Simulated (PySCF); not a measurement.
## Spinor energies of Si⁺ (silicon, charge +1)

Start: [Ne] 3s2 3p1; 3p1/2 filled at m_j = +1/2. Calculated with PySCF 2.14 in x2c-TZVPall-2c (5s6p2d1f, 40 functions): generalised Hartree-Fock with the X2C-1e Hamiltonian and a Gaussian nucleus; one run each with spin-orbit coupling (SO) switched off, then screened by Boettger's factors.

```json
{"spinor shell": "1s1/2", "electrons": "2", "ε, spin-free (eV)": "-1886.7", "ε, screened SO (eV)": "-1886.7", "weight of nominal j (screened SO)": "1.000", "rms radius, screened SO (bohr)": "0.129"}
{"spinor shell": "2s1/2", "electrons": "2", "ε, spin-free (eV)": "-177.87", "ε, screened SO (eV)": "-177.85", "weight of nominal j (screened SO)": "1.000", "rms radius, screened SO (bohr)": "0.612"}
{"spinor shell": "2p1/2", "electrons": "2", "ε, spin-free (eV)": "-125.35", "ε, screened SO (eV)": "-126.01", "weight of nominal j (screened SO)": "0.983", "rms radius, screened SO (bohr)": "0.597"}
{"spinor shell": "2p3/2", "electrons": "4", "ε, spin-free (eV)": "-125.35", "ε, screened SO (eV)": "-124.99", "weight of nominal j (screened SO)": "0.991", "rms radius, screened SO (bohr)": "0.600"}
{"spinor shell": "3s1/2", "electrons": "2", "ε, spin-free (eV)": "-22.956", "ε, screened SO (eV)": "-22.950", "weight of nominal j (screened SO)": "0.994", "rms radius, screened SO (bohr)": "2.25"}
{"spinor shell": "3p1/2", "electrons": "1", "ε, spin-free (eV)": "-16.295", "ε, screened SO (eV)": "-16.318", "weight of nominal j (screened SO)": "0.924", "rms radius, screened SO (bohr)": "2.66"}
```

```json
{"quantity": "E (hartree)", "spin-free": "-289.17542", "screened SO": "-289.17652"}
{"quantity": "M_J", "spin-free": "1/2", "screened SO": "1/2"}
{"quantity": "⟨J²⟩", "spin-free": "1.052", "screened SO": "1.001"}
{"quantity": "⟨L²⟩", "spin-free": "2.070", "screened SO": "2.070"}
{"quantity": "⟨S²⟩", "spin-free": "0.773", "screened SO": "0.773"}
```

Each row is a mean over spinors that exchange with the open shell spreads, by up to 0.734 eV (2p1/2).

⟨J²⟩ departs a little from M_J(M_J + 1) because the unrestricted spinors polarise the closed shells.

Without spin-orbit coupling the j labels of p, d and f shells carry no meaning; the spin-free column gives the mean over the occupied spinors of each nl shell, and its ⟨J²⟩ belongs to a mixture of degenerate components.
